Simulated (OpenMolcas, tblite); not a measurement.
**InCNF2 (SMILES N#[C][In]([F])[F]): the vertical electron affinity, rung by rung**

InCNF2: 5 atoms, total charge 0, spin state singlet. SMILES: `N#[C][In]([F])[F]`. The coordinates come from a PBE0-D4/def2-TZVP relaxation.

```xyz
5

N     1.2980   -1.5922    1.5896
C     0.7249   -0.8903    0.8786
In   -0.3060    0.3723   -0.4003
F    -1.8721   -0.1548   -1.3755
F     0.2051    2.1914   -0.7337
```

Quantity: the vertical electron affinity (to the doublet anion), in eV. The values are calculated.

The electron affinity is E(neutral) − E(anion): positive where the electron is bound.

```csv
level,kind,program,value (eV),CPU time (all runs)
IPEA1-xTB,semi-empirical,tblite,6.17,under 2 s
HF/def2-SVPD (core potential),Hartree–Fock,OpenMolcas,0.35,66 s
SVWN5/def2-SVPD (core potential),LDA,OpenMolcas,1.39,2.2 min
BLYP/def2-SVPD (core potential),GGA,OpenMolcas,1.12,3 min
revPBE/def2-SVPD (core potential),GGA,OpenMolcas,1.04,3 min
M06-L/def2-SVPD (core potential),meta-GGA,OpenMolcas,0.67,3.9 min
PBE0/def2-SVPD (core potential),global hybrid,OpenMolcas,1.07,2.8 min
```

Spin-orbit coupling, which can split open shells on such heavy atoms by tenths of an eV, is left out. Where it was recorded, the anion's HOMO is positive in SVWN5/def2-SVPD, BLYP/def2-SVPD, revPBE/def2-SVPD, M06-L/def2-SVPD, PBE0/def2-SVPD: a fault of the level (basis or self-interaction), which says nothing on whether the real anion is bound. The values span 0.35 to 6.17 eV. The xTB values lack the empirical shift that such differences need. Times are those of the runs behind each value, whatever else they computed, on shared processors of several kinds: orders of magnitude only.
